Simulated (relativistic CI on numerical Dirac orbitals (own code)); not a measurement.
Method of calculation: Dirac-Coulomb-Breit CI, orbitals from a KLI potential per configuration, model QED (radiative potential, 1s self-energy scaled to tabulated hydrogen-like ionisation energies), unscaled Slater integrals (own radial code, finite nucleus).

The strongest absorption lines from the ground level of an ion, among the configurations computed and to levels below about 6940 eV (vacuum wavelength in nm, gf): 0.17955 (0.04), 0.18133 (0.031), 0.20599 (0.084), 0.21013 (0.07), 0.28363 (0.25), 0.29981 (0.26), 1.6300 (0.65), 6.7090 (0.072).

**Question.** Which ion is it?
A. Tl⁷⁰⁺
B. Tl⁷²⁺
C. Tl⁶⁸⁺
D. Re⁶⁴⁺

**Answer.** A. Tl⁷⁰⁺ has 11 electrons and the ground level 3s 2S_1/2; the strongest line goes to 3p 2P°_3/2. The pattern of lines fixes the number of electrons, and along that sequence the line energies rise steadily with the charge (about as its square where n changes within one kind of shell, about linearly where n is kept but much faster in heavy ions where fine structure, which grows about as Z⁴, sets the gap, and irregularly where shells cross), which fixes Z. Configurations outside the model, such as inner-shell arrays, can give stronger lines. At this charge energies of transitions that change n are usually good to better than 1 %, and those within a shell (Δn = 0) to a few per cent.
